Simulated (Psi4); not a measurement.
H4BP, singlet, at a GFN2-xTB geometry, atoms displaced at random by about 0.08 Å a coordinate; Psi4 1.11 with HF/cc-pVDZ, gradient.

The Psi4 input:
```
memory 2 GB

molecule mol {
0 1
B     0.108933   -0.361082   -1.055296
H    -0.696249   -0.021161   -2.003319
H     0.780181   -1.086931   -1.434842
P    -0.154824    0.038636    0.671328
H    -0.357746    1.575511    0.572541
H     1.274800    0.232207    0.945242
symmetry c1
no_reorient
no_com
}

set {
  basis cc-pvdz
  reference rhf
}

gradient('scf')
print_variables()
```

### Question
What does Psi4 print? Leave out banner, timings and long lists.

### Answer

```
gradient() will perform analytic gradient computation.

   => Loading Basis Set <=

    Name: CC-PVDZ
    Role: ORBITAL
    Keyword: BASIS

         ---------------------------------------------------------
                                   SCF
               by Justin Turney, Rob Parrish, Andy Simmonett
                          and Daniel G. A. Smith
                              RHF Reference
         ---------------------------------------------------------

  ==> Geometry <==

    Molecular point group: c1
    Full point group: C1

    Geometry (in Angstrom), charge = 0, multiplicity = 1:

       Center              X                  Y                   Z               Mass
    ------------   -----------------  -----------------  -----------------  -----------------
         B            0.108933000000    -0.361082000000    -1.055296000000    11.009305360000
         H           -0.696249000000    -0.021161000000    -2.003319000000     1.007825032230
         H            0.780181000000    -1.086931000000    -1.434842000000     1.007825032230
         P           -0.154824000000     0.038636000000     0.671328000000    30.973761998420
         H           -0.357746000000     1.575511000000     0.572541000000     1.007825032230
         H            1.274800000000     0.232207000000     0.945242000000     1.007825032230

  Running in c1 symmetry.

  Rotational constants: A =      2.55176  B =      0.43947  C =      0.42022 [cm^-1]
  Rotational constants: A =  76499.77330  B =  13174.96120  C =  12597.80775 [MHz]
  Nuclear repulsion =   46.542212786744720

  Charge       = 0
  Multiplicity = 1
  Electrons    = 24
  Nalpha       = 12
  Nbeta        = 12

  ==> Algorithm <==

  SCF Algorithm Type is DF.
  DIIS enabled.
  MOM disabled.
  Fractional occupation disabled.
  Guess Type is SAD.
  Energy threshold   = 1.00e-08
  Density threshold  = 1.00e-08
  Integral threshold = 1.00e-12

  ==> Primary Basis <==

  Basis Set: CC-PVDZ
    Blend: CC-PVDZ
    Number of shells: 26
    Number of basis functions: 52
    Number of Cartesian functions: 54
    Spherical Harmonics?: true
    Max angular momentum: 2

   => Loading Basis Set <=

    Name: (CC-PVDZ AUX)
    Role: JKFIT
    Keyword: DF_BASIS_SCF

  ==> Integral Setup <==

  SCF_SUBTYPE=INCORE selected. In-core MEM_DF algorithm will be used.
  Using in-core AOs.

  ==> MemDFJK: Density-Fitted J/K Matrices <==

    J tasked:                   Yes
    K tasked:                   Yes
    wK tasked:                   No
    Algorithm:                 Core
    Schwarz Cutoff:           1E-12
    Mask sparsity (%):       0.0000
    Fitting Condition:        1E-10

   => Auxiliary Basis Set <=

  Basis Set: (CC-PVDZ AUX)
    Blend: CC-PVDZ-JKFIT
    Number of shells: 96
    Number of basis functions: 274
    Number of Cartesian functions: 311
    Spherical Harmonics?: true
    Max angular momentum: 3

  Minimum eigenvalue in the overlap matrix is 7.8130872543E-03.
  Reciprocal condition number of the overlap matrix is 1.7728153006E-03.
    Using symmetric orthogonalization.

  ==> Pre-Iterations <==

  SCF Guess: Superposition of Atomic Densities via on-the-fly atomic UHF (no occupation information).

   -------------------------
    Irrep   Nso     Nmo
   -------------------------
     A         52      52
   -------------------------
    Total      52      52
   -------------------------

  ==> Iterations <==

                           Total Energy        Delta E     RMS |[F,P]|

   @DF-RHF iter SAD:  -367.06915445283136   -3.67069e+02   0.00000e+00
   @DF-RHF iter   1:  -367.63638401475896   -5.67230e-01   3.80077e-03 DIIS/ADIIS
   @DF-RHF iter   2:  -367.68288087028156   -4.64969e-02   1.56849e-03 DIIS/ADIIS
   @DF-RHF iter   3:  -367.68959012907976   -6.70926e-03   5.01703e-04 DIIS/ADIIS
   @DF-RHF iter   4:  -367.69129723331770   -1.70710e-03   1.41026e-04 DIIS/ADIIS
   @DF-RHF iter   5:  -367.69143834773024   -1.41114e-04   4.20951e-05 DIIS
[...]

  @DF-RHF Final Energy:  -367.69145242015571

   => Energetics <=

    Nuclear Repulsion Energy =             46.5422127867447202
    One-Electron Energy =                -599.2447974818696821
    Two-Electron Energy =                 185.0111322749692704
    Total Energy =                       -367.6914524201557128

Computation Completed

Properties will be evaluated at   0.000000,   0.000000,   0.000000 [a0]

Properties computed using the SCF density matrix

 Multipole Moments:

 ------------------------------------------------------------------------------------
     Multipole            Electronic (a.u.)      Nuclear  (a.u.)        Total (a.u.)
 ------------------------------------------------------------------------------------

 L = 1.  Multiply by 2.5417464519 to convert [e a0] to [Debye]
 Dipole X            :          1.7130216           -1.4677673            0.2452543
 Dipole Y            :          1.0953985           -0.9944570            0.1009414
 Dipole Z            :         -5.4834651            5.4293003           -0.0541648
 Magnitude           :                                                    0.2706893

 ------------------------------------------------------------------------------------

         ------------------------------------------------------------
                                   SCF GRAD
                          Rob Parrish, Justin Turney,
                       Andy Simmonett, and Alex Sokolov
         ------------------------------------------------------------

  ==> Geometry <==

    Molecular point group: c1
    Full point group: C1

    Geometry (in Angstrom), charge = 0, multiplicity = 1:

       Center              X                  Y                   Z               Mass
    ------------   -----------------  -----------------  -----------------  -----------------
         B            0.108933000000    -0.361082000000    -1.055296000000    11.009305360000
         H           -0.696249000000    -0.021161000000    -2.003319000000     1.007825032230
         H            0.780181000000    -1.086931000000    -1.434842000000     1.007825032230
         P           -0.154824000000     0.038636000000     0.671328000000    30.973761998420
         H           -0.357746000000     1.575511000000     0.572541000000     1.007825032230
         H            1.274800000000     0.232207000000     0.945242000000     1.007825032230

  Nuclear repulsion =   46.542212786744720

  ==> Basis Set <==

  Basis Set: CC-PVDZ
    Blend: CC-PVDZ
    Number of shells: 26
    Number of basis functions: 52
    Number of Cartesian functions: 54
    Spherical Harmonics?: true
    Max angular momentum: 2

  ==> DFJKGrad: Density-Fitted SCF Gradients <==

    Gradient:                    1
    J tasked:                  Yes
    K tasked:                  Yes
    wK tasked:                  No
    Integrals threads:           1
    Schwarz Cutoff:          1E-12
    Fitting Condition:       1E-10

   => Auxiliary Basis Set <=

  Basis Set: (CC-PVDZ AUX)
    Blend: CC-PVDZ-JKFIT
    Number of shells: 96
    Number of basis functions: 274
    Number of Cartesian functions: 311
    Spherical Harmonics?: true
    Max angular momentum: 3

  -Total Gradient:
     Atom            X                  Y                   Z
    ------   -----------------  -----------------  -----------------
       1        0.088126377152    -0.050656960345     0.060008002134
       2       -0.017791066102    -0.000213582570    -0.029057130763
       3       -0.069975761984     0.065656223699     0.023848746596
       4       -0.021942402540    -0.069751025435    -0.048869354707
       5        0.002541904941     0.045652788665    -0.001463108625
       6        0.019040948534     0.009312555986    -0.004467154638

  Variable Map:
  ----------------------------------------------------------------------------
[...]
  Array Variable Map:
  ----------------------------------------------------------------------------
[...]
[...]
```
